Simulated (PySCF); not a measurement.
## C₆ coefficients of unlike pairs at UHF

Calculated with PySCF 2.14 from the dipole response of each species, C₆(A,B) = (3/π) ∫ α_A(iu) α_B(iu) du, in atomic units, from isotropic polarisabilities. For ions this is the dispersion term alone; charge-induced terms of lower order in 1/R come first.

| species | configuration | basis | relativity | α (bohr³) | C₆ (like pair) |
| --- | --- | --- | --- | --- | --- |
| V+ | [Ar] 3d4 (5D) | x2c-QZVPPall with one added diffuse shell each of s, p, d, f, g type (12s8p6d4f3g) | spin-free X2C | 11.77 | 43.20 |
| Hg | [Xe] 4f14 5d10 6s2 (1S) | aug-cc-pVDZ-PP with ECP60MDF (5s5p4d2f) | core potential | 44.66 | 429.2 |
| C(3+) | [He] 2s1 (2S) | x2c-TZVPPall with one added diffuse shell each of s, p, d type (6s4p3d1f) | spin-free X2C | 3.471 | 2.863 |
| Ti(3+) | [Ar] 3d1 (2D) | dyall-av2z (16s12p7d2f) | none | 2.141 | 5.545 |

Q: Estimate C₆ for Ti(3+) with C(3+).

A: The integral gives 3.055. The combination rule 2 C_A C_B / (C_A α_B/α_A + C_B α_A/α_B) gives 2.952 and the geometric mean 3.984.

No spin-orbit coupling is included.

The other pairs:

```csv
pair,C₆
"C(3+), Hg",34.87
"C(3+), V+",10.74
"Hg, V+",133.5
"Ti(3+), Hg",39.45
"Ti(3+), V+",14.02
```
